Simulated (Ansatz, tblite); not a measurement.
Forces on Si(tBu)2Me2 (C₁₀H₂₄Si) at its PBE-D4/def2-SVP geometry. Total charge 0; singlet.

The xTB rows come from tblite.

GFN1-xTB (tblite), largest force 0.92 eV/Å:

```xyz
35
positions Å, forces eV/Å
Si    0.364    0.401    0.425    0.033    0.037    0.039
C    -0.685   -1.107    1.066    0.261    0.389   -0.244
C    -2.099   -1.117    0.456   -0.848   -0.337   -0.099
C    -0.811   -0.969    2.598   -0.253   -0.285    0.830
C     0.022   -2.440    0.751    0.060   -0.887    0.049
H    -2.712   -1.927    0.914    0.311    0.406   -0.230
H    -2.638   -0.162    0.628    0.360   -0.457   -0.044
H    -2.081   -1.303   -0.637    0.081    0.077    0.568
H    -1.383   -0.066    2.892    0.265   -0.445   -0.224
H     0.178   -0.921    3.101   -0.470   -0.027   -0.332
H    -1.347   -1.850    3.019    0.268    0.454   -0.214
H     1.029   -2.495    1.213   -0.521    0.101   -0.200
H     0.142   -2.609   -0.337   -0.104    0.151    0.534
H    -0.570   -3.293    1.154    0.298    0.433   -0.214
C     0.315    0.699   -1.498   -0.034   -0.140    0.508
C    -1.025    1.334   -1.920   -0.541    0.356   -0.610
C     0.535   -0.607   -2.282    0.102   -0.486   -0.772
C     1.453    1.681   -1.847    0.476    0.533   -0.569
H    -1.028    1.533   -3.015   -0.004   -0.110    0.557
H    -1.891    0.678   -1.704    0.487    0.272   -0.086
H    -1.203    2.303   -1.412    0.162   -0.497   -0.220
H    -0.299   -1.325   -2.143    0.381    0.435   -0.027
H     1.475   -1.120   -1.989   -0.470    0.336   -0.083
H     0.604   -0.397   -3.373   -0.037   -0.104    0.550
H     2.455    1.252   -1.640   -0.537    0.144   -0.093
H     1.373    2.637   -1.287   -0.024   -0.520   -0.247
H     1.421    1.935   -2.931    0.022   -0.134    0.553
C     2.169    0.121    0.949    0.306   -0.069    0.090
H     2.764    1.050    0.837   -0.061   -0.460    0.116
H     2.661   -0.670    0.347   -0.029    0.360    0.358
H     2.230   -0.184    2.014    0.188    0.119   -0.440
C    -0.260    1.981    1.276   -0.119    0.276    0.129
H    -0.022    1.969    2.359   -0.181    0.194   -0.398
H    -1.357    2.106    1.174    0.469    0.124    0.154
H     0.221    2.882    0.842   -0.297   -0.238    0.313
```

GFN2-xTB (tblite), largest force 0.85 eV/Å:

```
Si -0.227 -0.250 -0.265
C 0.060 0.063 0.064
C -0.465 -0.191 -0.038
C -0.167 -0.196 0.456
C 0.031 -0.493 0.033
H 0.397 0.474 -0.258
H 0.445 -0.564 -0.048
H 0.099 0.096 0.693
H 0.361 -0.554 -0.300
H -0.600 -0.031 -0.439
H 0.314 0.525 -0.273
H -0.660 0.147 -0.251
H -0.122 0.198 0.681
H 0.332 0.535 -0.237
C 0.055 0.063 0.069
C -0.296 0.201 -0.342
C 0.063 -0.252 -0.432
C 0.249 0.288 -0.359
H 0.029 -0.138 0.658
H 0.619 0.352 -0.100
H 0.219 -0.634 -0.266
H 0.467 0.530 -0.032
H -0.576 0.420 -0.104
H -0.050 -0.093 0.662
H -0.697 0.183 -0.091
H -0.040 -0.676 -0.309
H 0.007 -0.171 0.648
C 0.804 -0.113 0.255
H -0.346 -0.646 0.105
H -0.286 0.542 0.431
H 0.032 0.204 -0.717
C -0.256 0.715 0.383
H -0.178 0.070 -0.716
H 0.741 -0.041 0.100
H -0.357 -0.561 0.339
```

PBE-D4/def2-TZVP (Ansatz), largest force 0.29 eV/Å:

```
Si 0.000 0.000 0.000
C 0.065 0.091 -0.045
C -0.198 -0.016 -0.081
C -0.025 0.014 0.219
C 0.089 -0.192 -0.037
H 0.160 0.187 -0.094
H 0.146 -0.239 -0.037
H 0.007 0.044 0.284
H 0.145 -0.225 -0.091
H -0.246 -0.015 -0.140
H 0.126 0.199 -0.120
H -0.258 0.030 -0.110
H -0.037 0.050 0.274
H 0.127 0.216 -0.088
C -0.002 -0.021 0.118
C -0.181 0.090 -0.071
C 0.025 -0.175 -0.121
C 0.162 0.138 -0.059
H 0.020 -0.055 0.259
H 0.226 0.159 -0.053
H 0.061 -0.248 -0.121
H 0.209 0.195 -0.031
H -0.236 0.140 -0.067
H -0.017 -0.029 0.261
H -0.262 0.096 -0.046
H 0.008 -0.247 -0.137
H -0.011 -0.072 0.254
C 0.149 -0.027 0.038
H -0.155 -0.240 0.029
H -0.126 0.206 0.160
H -0.013 0.075 -0.274
C -0.057 0.128 0.069
H -0.061 0.002 -0.281
H 0.287 -0.029 0.027
H -0.127 -0.230 0.111
```
